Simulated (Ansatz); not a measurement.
Input for Ansatz (development build ahead of 0.2.0):

```yaml
crystal:
  periodic: [false, false, false]
  atoms:
    - { symbol: Cu, position_ang: [0.0, 0.0, 1.4] }
    - { symbol: Cu, position_ang: [0.0, 0.0, -1.4] }
    - { symbol: O, position_ang: [0.0, 1.15, 0.0] }
    - { symbol: O, position_ang: [0.0, -1.15, 0.0] }
basis:
  gaussian: { orbitals: pcseg-2 }
total_charge: 2
hamiltonian:
  xc: hf
```

The input is written out in the form of the current development build from the run's settings.

Output:

```
Converged                       : yes
Total energy                    : -3426.59751 hartree
Spin squared of the determinant : 0.000
Stability test                  : minimum among restricted orbitals
```

Caution: no unrestricted run beside it, a lower state can exist.
